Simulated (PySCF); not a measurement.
1-methyl-2,5-dihydropyrrole (C5H9N), SMILES N1(CC=CC1)C. The structure is a stationary point at PBE-D3(BJ)/def2-SVP. One conformer was computed; it need not be the lowest.

Question: Give the equilibrium geometry at PBE-D3(BJ)/def2-SVP (PySCF confirms it by a frequency run) as bond lengths and angles, and its point group. (The exact figures need the calculation; the answer reports its results.)

Answer: One answer among several that fit: point group Cs.
Atoms: C1 N2 C3 C4 C5 C6 H7 H8 H9 H10 H11 H12 H13 H14 H15. Bonded distances (Å): C1–N2 1.439, C1–H7 1.110, C1–H8 1.110, C1–H9 1.126, N2–C3 1.460, N2–C6 1.460, C3–C4 1.506, C3–H10 1.116, C3–H11 1.129, C4–C5 1.345, C4–H12 1.099, C5–C6 1.506, C5–H13 1.099, C6–H14 1.129, C6–H15 1.116. Angles (°): N2–C1–H7 110.3, N2–C1–H8 110.3, N2–C1–H9 113.9, H7–C1–H8 107.2, H7–C1–H9 107.4, H8–C1–H9 107.4, C1–N2–C3 116.8, C1–N2–C6 116.8, C3–N2–C6 109.2, N2–C3–C4 103.1, N2–C3–H10 111.7, N2–C3–H11 113.2, C4–C3–H10 113.5, C4–C3–H11 109.8, H10–C3–H11 105.8, C3–C4–C5 110.1, C3–C4–H12 123.5, C5–C4–H12 126.4, C4–C5–C6 110.1, C4–C5–H13 126.4, C6–C5–H13 123.5, N2–C6–C5 103.1, N2–C6–H14 113.2, N2–C6–H15 111.7, C5–C6–H14 109.8, C5–C6–H15 113.5, H14–C6–H15 105.8.
Charge 0, spin multiplicity 1.
